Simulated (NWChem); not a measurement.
System: ZnF$_{2}$ anion, doublet; SMILES of the neutral closed-shell parent [F][Zn][F]

Input file for NWChem:

```
start job
memory heap 200 mb stack 900 mb global 1100 mb
charge -1
geometry units angstroms noautoz
  Zn     0.000000     0.000000     0.276393
  F      1.630972     0.000000    -0.681540
  F     -1.630972     0.000000    -0.681540
end
basis spherical
  Zn library def2-svp
  F library def2-svp
end
dft
  odft
  mult 2
  xc hfexch
  iterations 150
  mulliken
end
task dft energy
```

NWChem printed, in part:

```
             Northwest Computational Chemistry Package (NWChem) 7.3.0
             --------------------------------------------------------

 C2V symmetry detected

                             Geometry "geometry" -> ""
                             -------------------------

 Output coordinates in angstroms (scale by  1.889725989 to convert to a.u.)

  No.       Tag          Charge          X              Y              Z
 ---- ---------------- ---------- -------------- -------------- --------------
    1 Zn                  30.0000     0.00000000     0.00000000     0.35922488
    2 F                    9.0000     1.63097200     0.00000000    -0.59870813
    3 F                    9.0000    -1.63097200     0.00000000    -0.59870813

 Effective nuclear repulsion energy (a.u.)     164.2154467912

      Symmetry information
      --------------------

 Group name             C2v
 Group number             16
 Group order               4
 No. of unique centers     2

  xc_inp: hfexch multiplicative factor not found.

                                 NWChem DFT Module
                                 -----------------

 Summary of "ao basis" -> "ao basis" (spherical)
 ------------------------------------------------------------------------------
       Tag                 Description            Shells   Functions and Types
 ---------------- ------------------------------  ------  ---------------------
 Zn                         def2-svp                11       31   5s3p2d1f
 F                          def2-svp                 6       14   3s2p1d

      Symmetry analysis of basis
      --------------------------

        a1         24
        a2          7
        b1         17
        b2         11

            General Information
            -------------------
          SCF calculation type: DFT
          Wavefunction type:  spin polarized.
          No. of atoms     :     3
          No. of electrons :    49
           Alpha electrons :    25
            Beta electrons :    24
          Charge           :    -1
          Spin multiplicity:     2
          Use of symmetry is: on ; symmetry adaption is: on
          Maximum number of iterations: 150
          AO basis - number of functions:    59
                     number of shells:    23
          Convergence on energy requested:  1.00D-06
          Convergence on density requested:  1.00D-05
          Convergence on gradient requested:  5.00D-04

              XC Information
              --------------
                     Hartree-Fock (Exact) Exchange  1.000

      Superposition of Atomic Density Guess
      -------------------------------------

 Sum of atomic energies:       -1976.14650266

 Renormalizing density from      48.00 to     49

      Non-variational initial energy
      ------------------------------

 Total energy =   -2000.236414
 1-e energy   =   -3154.600414
 2-e energy   =     990.148552
 HOMO         =       0.150463
 LUMO         =       0.489314

   Symmetry analysis of molecular orbitals - initial alpha
   -------------------------------------------------------

  Numbering of irreducible representations:

     1 a1          2 a2          3 b1          4 b2

  Orbital symmetries:

     1 a1          2 a1          3 b2          4 a1          5 b1
     6 a1          7 b1          8 a1          9 b1         10 a1
    11 b2         12 a1         13 b1         14 a1         15 b1
    16 a1         17 a2         18 b2         19 b1         20 a1
    21 b2         22 a1         23 a2         24 b1         25 a1
    26 a1         27 b2         28 a1         29 b1         30 b1
    31 a1         32 a2         33 a1         34 b1         35 b2

   Symmetry analysis of molecular orbitals - initial beta
   ------------------------------------------------------

  Numbering of irreducible representations:

     1 a1          2 a2          3 b1          4 b2

  Orbital symmetries:

     1 a1          2 a1          3 b2          4 a1          5 b1
     6 a1          7 b1          8 a1          9 b1         10 a1
    11 b2         12 a1         13 b1         14 a1         15 b1
    16 a1         17 a2         18 b2         19 b1         20 a1
    21 b2         22 a1         23 a2         24 b1         25 a1
    26 a1         27 b2         28 a1         29 b1         30 b1
    31 a1         32 a2         33 a1         34 b1         35 b2

     ---------------------------------------------
      Total Density - Mulliken Population Analysis
     ---------------------------------------------

    Atom       Charge   Shell Charges
 -----------   ------   -------------------------------------------------------
    1 Zn  30    29.31   2.00  2.00  1.98  0.26  1.08  6.00  5.96  0.21  7.11  2.71  0.00
    2 F    9     9.84   1.99  1.11  0.86  3.42  2.46  0.00
    3 F    9     9.84   1.99  1.11  0.86  3.42  2.46  0.00

     --------------------------------------------
      Spin Density - Mulliken Population Analysis
     --------------------------------------------

    Atom       Charge   Shell Charges
 -----------   ------   -------------------------------------------------------
    1 Zn  30     0.93   0.00  0.00  0.00 -0.03  0.79  0.00  0.00  0.03  0.11  0.03  0.00
    2 F    9     0.03   0.00  0.01 -0.01  0.03  0.01  0.00
    3 F    9     0.03   0.00  0.01 -0.01  0.03  0.01  0.00

[...]
```

Level: UHF/def2-SVP. In the optimisation the excess spin sits in a1 (C2v, its own frame). Sets without diffuse functions describe the anion's extra electron poorly. Coordinates come from a B3LYP/def2-SVPD, spin-unrestricted optimisation. This spin state was assumed; another may lie lower. No stability test was run on the SCF state.
